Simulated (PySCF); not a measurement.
An equivalent PySCF input for Be²⁺ (beryllium, charge +2), 1s2, closed-shell 1S, with scalar relativity by spin-free X2C-1e:

```python
from pyscf import gto, scf, dft, mp, cc
import basis_set_exchange as bse
mol = gto.M(atom="Be 0 0 0", charge=2, spin=0, symmetry="D2h",
            basis=gto.basis.parse(bse.get_basis("jorge-DZP-DKH", elements=["Be"], fmt="nwchem", header=False)),
            nucmod="G")
mf = dft.UKS(mol, xc="MN15").sfx2c1e()
mf.irrep_nelec = {'Ag': (1, 1)}
mf.kernel()
```

It reaches the same state as the run whose output follows, with an energy that differs only through the grid. The run itself started from symmetry-adapted Hartree-Fock orbitals and held the occupation by maximum overlap, on a logarithmic radial grid, so the iterations belong to that start.

```
SCF conv_tol = 1e-09
number electrons alpha = 1  beta = 1
XC functionals = MN15
    H. S. Yu, X. He, S. L. Li, and D. G. Truhlar.,  Chem. Sci. 7, 5032-5051 (2016)
    H. S. Yu, X. He, S. L. Li, and D. G. Truhlar.,  Chem. Sci. 7, 5032-5051 (2016)
cycle= 1 E= -13.6722824937957  delta_E= -0.000666  |g|= 0.00608  |ddm|= 0.0246
cycle= 2 E= -13.6722855036667  delta_E= -3.01e-06  |g|= 0.00062  |ddm|= 0.00129
cycle= 3 E= -13.6722855414039  delta_E= -3.77e-08  |g|= 2.64e-05  |ddm|= 0.000109
cycle= 4 E= -13.6722855414632  delta_E= -5.93e-11  |g|= 2.1e-08  |ddm|= 5.5e-06
converged SCF energy = -13.6722855414632  <S^2> = -8.8817842e-16  2S+1 = 1
```
